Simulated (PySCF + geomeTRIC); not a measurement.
These are BP86-D3(BJ)/def2-SVP run with PySCF + geomeTRIC values and carry that method's errors. fastk is a local helper that only speeds up exchange builds. No frequencies were computed at this level.

```python
import json, numpy as np
from pyscf import gto, dft
from fastk import lowrank_exchange
atoms = """
Ti    -0.036331     0.264190     0.254675
O     -1.633331     0.631900    -0.073977
C     -2.939945     1.058709    -0.234436
H     -3.449264     0.424241    -0.973227
H     -2.961686     2.100935    -0.586008
H     -3.479951     0.992502     0.721703
O      1.250029     0.992105     1.009832
C      2.360005     1.629840     1.528784
H      3.168480     1.623480     0.783841
H      2.703062     1.102955     2.429991
H      2.118204     2.670790     1.790876
S      0.822488    -0.168435    -1.861574
H     -0.235014     0.334515    -2.507767
S     -0.174391    -1.786962     1.329291
H     -1.489150    -1.929341     1.125105
"""
def scf(charge, spin, dm0=None):
    mol = gto.M(atom=atoms, basis='def2-svp', ecp={}, charge=charge, spin=spin, verbose=3, max_memory=10080)
    mf = dft.KS(mol, xc='bp86').density_fit(auxbasis="def2-universal-jkfit")
    mf.disp = 'd3bj'
    mf.grids.level = 3
    mf.conv_tol = 1e-8
    mf.max_cycle = 120
    mf.level_shift = 0.25
    mf.kernel(dm0)
    if not mf.converged:
        mf = mf.newton().run(mf.mo_coeff, mf.mo_occ).undo_soscf()
    return mf
mf = scf(0, 0)
from pyscf.geomopt.geometric_solver import kernel as optimize
path = []
done, mol = optimize(mf, maxsteps=120, assert_convergence=False, callback=lambda env: path.append((env["energy"], bool(env["g_scanner"].converged))))
res = dict(converged=bool(done and path[-1][1]), energy=path[-1][0], path=[e for e, c in path], xyz=mol.atom_coords(unit="Angstrom").tolist(), nao=mol.nao)
json.dump(res, open("result.json", "w"))
```

Output:

```
converged SCF energy = -1877.19462491757
Geometry optimization cycle 1
converged SCF energy = -1877.19462490249
cycle 1: E = -1877.1946249  dE = -1877.19  norm(grad) = 0.130917
Geometry optimization cycle 2
converged SCF energy = -1877.21421138495
cycle 2: E = -1877.21421138  dE = -0.0195865  norm(grad) = 0.0194441
Geometry optimization cycle 3
converged SCF energy = -1877.2162254295
cycle 3: E = -1877.21622543  dE = -0.00201404  norm(grad) = 0.00963027
Geometry optimization cycle 4
converged SCF energy = -1877.21866605349
cycle 4: E = -1877.21866605  dE = -0.00244062  norm(grad) = 0.0115535
Geometry optimization cycle 5
converged SCF energy = -1877.21891282341
cycle 5: E = -1877.21891282  dE = -0.00024677  norm(grad) = 0.00743308
Geometry optimization cycle 6
converged SCF energy = -1877.21914346637
cycle 6: E = -1877.21914347  dE = -0.000230643  norm(grad) = 0.00398747
Geometry optimization cycle 7
converged SCF energy = -1877.21922938748
cycle 7: E = -1877.21922939  dE = -8.59211e-05  norm(grad) = 0.00449976
Geometry optimization cycle 8
converged SCF energy = -1877.21931026629
cycle 8: E = -1877.21931027  dE = -8.08788e-05  norm(grad) = 0.00288628
Geometry optimization cycle 9
converged SCF energy = -1877.21933430363
cycle 9: E = -1877.2193343  dE = -2.40373e-05  norm(grad) = 0.00120975
Geometry optimization cycle 10
converged SCF energy = -1877.2193504264
cycle 10: E = -1877.21935043  dE = -1.61228e-05  norm(grad) = 0.00138755
Geometry optimization cycle 11
converged SCF energy = -1877.21936225587
cycle 11: E = -1877.21936226  dE = -1.18295e-05  norm(grad) = 0.00184769
Geometry optimization cycle 12
converged SCF energy = -1877.21937552275
cycle 12: E = -1877.21937552  dE = -1.32669e-05  norm(grad) = 0.00172894
Geometry optimization cycle 13
converged SCF energy = -1877.21938723656
cycle 13: E = -1877.21938724  dE = -1.17138e-05  norm(grad) = 0.00128605
Geometry optimization cycle 14
converged SCF energy = -1877.21939737832
cycle 14: E = -1877.21939738  dE = -1.01418e-05  norm(grad) = 0.00136604
Geometry optimization cycle 15
converged SCF energy = -1877.21940659551
cycle 15: E = -1877.2194066  dE = -9.2172e-06  norm(grad) = 0.0017181
Geometry optimization cycle 16
converged SCF energy = -1877.21941728555
cycle 16: E = -1877.21941729  dE = -1.069e-05  norm(grad) = 0.00182323
Geometry optimization cycle 17
converged SCF energy = -1877.21943459905
cycle 17: E = -1877.2194346  dE = -1.73135e-05  norm(grad) = 0.00186736
Geometry optimization cycle 18
converged SCF energy = -1877.21946715228
cycle 18: E = -1877.21946715  dE = -3.25532e-05  norm(grad) = 0.00241397
Geometry optimization cycle 19
converged SCF energy = -1877.21949033229
cycle 19: E = -1877.21949033  dE = -2.318e-05  norm(grad) = 0.00363919
Geometry optimization cycle 20
converged SCF energy = -1877.21948191976
cycle 20: E = -1877.21948192  dE = 8.41253e-06  norm(grad) = 0.00394289
Geometry optimization cycle 21
converged SCF energy = -1877.21958676668
cycle 21: E = -1877.21958677  dE = -0.000104847  norm(grad) = 0.00291323
Geometry optimization cycle 22
converged SCF energy = -1877.21963002861
cycle 22: E = -1877.21963003  dE = -4.32619e-05  norm(grad) = 0.00141882
Geometry optimization cycle 23
converged SCF energy = -1877.21967936605
cycle 23: E = -1877.21967937  dE = -4.93374e-05  norm(grad) = 0.00227294
Geometry optimization cycle 24
converged SCF energy = -1877.21976108845
cycle 24: E = -1877.21976109  dE = -8.17224e-05  norm(grad) = 0.00547212
Geometry optimization cycle 25
converged SCF energy = -1877.21986270904
cycle 25: E = -1877.21986271  dE = -0.000101621  norm(grad) = 0.0069911
Geometry optimization cycle 26
converged SCF energy = -1877.21996315887
cycle 26: E = -1877.21996316  dE = -0.00010045  norm(grad) = 0.00483092
Geometry optimization cycle 27
converged SCF energy = -1877.22001281728
cycle 27: E = -1877.22001282  dE = -4.96584e-05  norm(grad) = 0.00105876
Geometry optimization cycle 28
converged SCF energy = -1877.22001772929
cycle 28: E = -1877.22001773  dE = -4.91201e-06  norm(grad) = 0.000618038
Geometry optimization cycle 29
converged SCF energy = -1877.2200203183
cycle 29: E = -1877.22002032  dE = -2.58901e-06  norm(grad) = 0.00121435
Geometry optimization cycle 30
converged SCF energy = -1877.22001981963
cycle 30: E = -1877.22001982  dE = 4.98664e-07  norm(grad) = 0.00164222
Geometry optimization cycle 31
converged SCF energy = -1877.22002179992
cycle 31: E = -1877.2200218  dE = -1.98029e-06  norm(grad) = 0.00114874
Geometry optimization cycle 32
converged SCF energy = -1877.22002506376
cycle 32: E = -1877.22002506  dE = -3.26384e-06  norm(grad) = 0.000729618
Geometry optimization cycle 33
converged SCF energy = -1877.22002599494
cycle 33: E = -1877.22002599  dE = -9.31181e-07  norm(grad) = 0.00108967
Geometry optimization cycle 34
converged SCF energy = -1877.2200272749
cycle 34: E = -1877.22002727  dE = -1.27996e-06  norm(grad) = 0.000796032
Geometry optimization cycle 35
converged SCF energy = -1877.220028166
cycle 35: E = -1877.22002817  dE = -8.91101e-07  norm(grad) = 0.000422628
Geometry optimization cycle 36
converged SCF energy = -1877.2200286539
cycle 36: E = -1877.22002865  dE = -4.87897e-07  norm(grad) = 0.000269445
Geometry optimization cycle 37
converged SCF energy = -1877.22002873473
cycle 37: E = -1877.22002873  dE = -8.08304e-08  norm(grad) = 0.000212501
<class 'geometric.internal.Distance'> : 14
<class 'geometric.internal.Angle'> : 20
<class 'geometric.internal.LinearAngle'> : 4
<class 'geometric.internal.Dihedral'> : 24
<class 'geometric.internal.TranslationX'> : 1
<class 'geometric.internal.TranslationY'> : 1
<class 'geometric.internal.TranslationZ'> : 1
<class 'geometric.internal.RotationA'> : 1
<class 'geometric.internal.RotationB'> : 1
<class 'geometric.internal.RotationC'> : 1
Step    0 : Gradient = 3.380e-02/8.245e-02 (rms/max) Energy = -1877.1946249025
Step    1 : Displace = 1.027e-01/1.402e-01 (rms/max) Trust = 1.000e-01 (=) Grad = 5.020e-03/1.522e-02 (rms/max) E (change) = -1877.2142113849 (-1.959e-02) Quality = 0.901
Step    2 : Displace = 7.619e-02/1.268e-01 (rms/max) Trust = 1.414e-01 (+) Grad = 2.487e-03/6.472e-03 (rms/max) E (change) = -1877.2162254295 (-2.014e-03) Quality = 1.674
Step    3 : Displace = 2.184e-01/3.585e-01 (rms/max) Trust = 2.000e-01 (+) Grad = 2.983e-03/7.697e-03 (rms/max) E (change) = -1877.2186660535 (-2.441e-03) Quality = 1.082
Step    4 : Displace = 3.924e-02/7.422e-02 (rms/max) Trust = 2.828e-01 (+) Grad = 1.919e-03/4.790e-03 (rms/max) E (change) = -1877.2189128234 (-2.468e-04) Quality = 1.544
Step    5 : Displace = 5.009e-02/1.068e-01 (rms/max) Trust = 3.000e-01 (+) Grad = 1.030e-03/2.525e-03 (rms/max) E (change) = -1877.2191434664 (-2.306e-04) Quality = 1.232
Step    6 : Displace = 2.444e-02/5.269e-02 (rms/max) Trust = 3.000e-01 (=) Grad = 1.162e-03/2.929e-03 (rms/max) E (change) = -1877.2192293875 (-8.592e-05) Quality = 1.503
Step    7 : Displace = 3.162e-02/6.094e-02 (rms/max) Trust = 3.000e-01 (=) Grad = 7.452e-04/1.766e-03 (rms/max) E (change) = -1877.2193102663 (-8.088e-05) Quality = 1.201
Step    8 : Displace = 1.152e-02/1.788e-02 (rms/max) Trust = 3.000e-01 (=) Grad = 3.124e-04/6.366e-04 (rms/max) E (change) = -1877.2193343036 (-2.404e-05) Quality = 1.399
Step    9 : Displace = 1.172e-02/1.768e-02 (rms/max) Trust = 3.000e-01 (=) Grad = 3.583e-04/7.827e-04 (rms/max) E (change) = -1877.2193504264 (-1.612e-05) Quality = 1.295
Step   10 : Displace = 1.257e-02/1.781e-02 (rms/max) Trust = 3.000e-01 (=) Grad = 4.771e-04/1.122e-03 (rms/max) E (change) = -1877.2193622559 (-1.183e-05) Quality = 1.328
Step   11 : Displace = 1.841e-02/2.596e-02 (rms/max) Trust = 3.000e-01 (=) Grad = 4.464e-04/9.378e-04 (rms/max) E (change) = -1877.2193755228 (-1.327e-05) Quality = 1.185
Step   12 : Displace = 1.912e-02/2.793e-02 (rms/max) Trust = 3.000e-01 (=) Grad = 3.321e-04/7.172e-04 (rms/max) E (change) = -1877.2193872366 (-1.171e-05) Quality = 1.092
Step   13 : Displace = 1.956e-02/2.960e-02 (rms/max) Trust = 3.000e-01 (=) Grad = 3.527e-04/9.865e-04 (rms/max) E (change) = -1877.2193973783 (-1.014e-05) Quality = 0.893
Step   14 : Displace = 1.813e-02/2.817e-02 (rms/max) Trust = 3.000e-01 (=) Grad = 4.436e-04/1.013e-03 (rms/max) E (change) = -1877.2194065955 (-9.217e-06) Quality = 0.829
Step   15 : Displace = 2.166e-02/3.351e-02 (rms/max) Trust = 3.000e-01 (=) Grad = 4.708e-04/9.995e-04 (rms/max) E (change) = -1877.2194172855 (-1.069e-05) Quality = 0.788
Step   16 : Displace = 3.293e-02/4.958e-02 (rms/max) Trust = 3.000e-01 (=) Grad = 4.821e-04/9.229e-04 (rms/max) E (change) = -1877.2194345991 (-1.731e-05) Quality = 0.847
Step   17 : Displace = 5.634e-02/8.340e-02 (rms/max) Trust = 3.000e-01 (=) Grad = 6.233e-04/1.810e-03 (rms/max) E (change) = -1877.2194671523 (-3.255e-05) Quality = 0.945
Step   18 : Displace = 1.106e-01/1.680e-01 (rms/max) Trust = 3.000e-01 (=) Grad = 9.396e-04/2.194e-03 (rms/max) E (change) = -1877.2194903323 (-2.318e-05) Quality = 0.384
Step   19 : Displace = 6.865e-02/1.087e-01 (rms/max) Trust = 3.000e-01 (=) Grad = 1.018e-03/2.055e-03 (rms/max) E (change) = -1877.2194819198 (+8.413e-06) Quality = -0.178
Step   20 : Displace = 3.331e-02/6.436e-02 (rms/max) Trust = 3.432e-02 (-) Grad = 7.522e-04/1.680e-03 (rms/max) E (change) = -1877.2195867667 (-1.048e-04) Quality = 1.011
Step   21 : Displace = 1.380e-02/2.076e-02 (rms/max) Trust = 4.854e-02 (+) Grad = 3.663e-04/7.965e-04 (rms/max) E (change) = -1877.2196300286 (-4.326e-05) Quality = 1.435
Step   22 : Displace = 2.024e-02/2.702e-02 (rms/max) Trust = 6.865e-02 (+) Grad = 5.869e-04/1.427e-03 (rms/max) E (change) = -1877.2196793661 (-4.934e-05) Quality = 1.399
Step   23 : Displace = 4.283e-02/6.031e-02 (rms/max) Trust = 9.708e-02 (+) Grad = 1.413e-03/3.106e-03 (rms/max) E (change) = -1877.2197610884 (-8.172e-05) Quality = 1.306
Step   24 : Displace = 6.216e-02/1.053e-01 (rms/max) Trust = 1.373e-01 (+) Grad = 1.805e-03/4.050e-03 (rms/max) E (change) = -1877.2198627090 (-1.016e-04) Quality = 1.359
Step   25 : Displace = 5.071e-02/1.050e-01 (rms/max) Trust = 1.942e-01 (+) Grad = 1.247e-03/2.675e-03 (rms/max) E (change) = -1877.2199631589 (-1.004e-04) Quality = 1.731
Step   26 : Displace = 2.109e-02/4.376e-02 (rms/max) Trust = 2.746e-01 (+) Grad = 2.734e-04/5.780e-04 (rms/max) E (change) = -1877.2200128173 (-4.966e-05) Quality = 1.459
Step   27 : Displace = 4.293e-03/9.578e-03 (rms/max) Trust = 3.000e-01 (+) Grad = 1.596e-04/4.062e-04 (rms/max) E (change) = -1877.2200177293 (-4.912e-06) Quality = 0.873
Step   28 : Displace = 5.800e-03/1.136e-02 (rms/max) Trust = 3.000e-01 (=) Grad = 3.135e-04/6.440e-04 (rms/max) E (change) = -1877.2200203183 (-2.589e-06) Quality = 0.549
Step   29 : Displace = 8.841e-03/1.590e-02 (rms/max) Trust = 3.000e-01 (=) Grad = 4.240e-04/8.020e-04 (rms/max) E (change) = -1877.2200198196 (+4.987e-07) Quality = -0.065
Step   30 : Displace = 4.518e-03/8.249e-03 (rms/max) Trust = 4.421e-03 (-) Grad = 2.966e-04/6.257e-04 (rms/max) E (change) = -1877.2200217999 (-1.980e-06) Quality = 0.307
Step   31 : Displace = 4.651e-03/8.327e-03 (rms/max) Trust = 4.421e-03 (=) Grad = 1.884e-04/4.260e-04 (rms/max) E (change) = -1877.2200250638 (-3.264e-06) Quality = 0.235
Step   32 : Displace = 2.231e-03/4.437e-03 (rms/max) Trust = 2.210e-03 (-) Grad = 2.814e-04/5.345e-04 (rms/max) E (change) = -1877.2200259949 (-9.312e-07) Quality = 0.101
Step   33 : Displace = 1.186e-03/1.980e-03 (rms/max) Trust = 1.105e-03 (-) Grad = 2.055e-04/3.619e-04 (rms/max) E (change) = -1877.2200272749 (-1.280e-06) Quality = 0.519
Step   34 : Displace = 1.182e-03/2.112e-03 (rms/max) Trust = 1.105e-03 (=) Grad = 1.091e-04/2.422e-04 (rms/max) E (change) = -1877.2200281660 (-8.911e-07) Quality = 0.401
Step   35 : Displace = 1.150e-03/2.048e-03 (rms/max) Trust = 1.105e-03 (=) Grad = 6.957e-05/1.734e-04 (rms/max) E (change) = -1877.2200286539 (-4.879e-07) Quality = 0.183
Step   36 : Displace = 4.275e-04/7.857e-04 (rms/max) Trust = 5.526e-04 (-) Grad = 5.487e-05/1.315e-04 (rms/max) E (change) = -1877.2200287347 (-8.083e-08) Quality = 0.077
Converged! =D
```

Cost: very roughly 40 core-minutes.
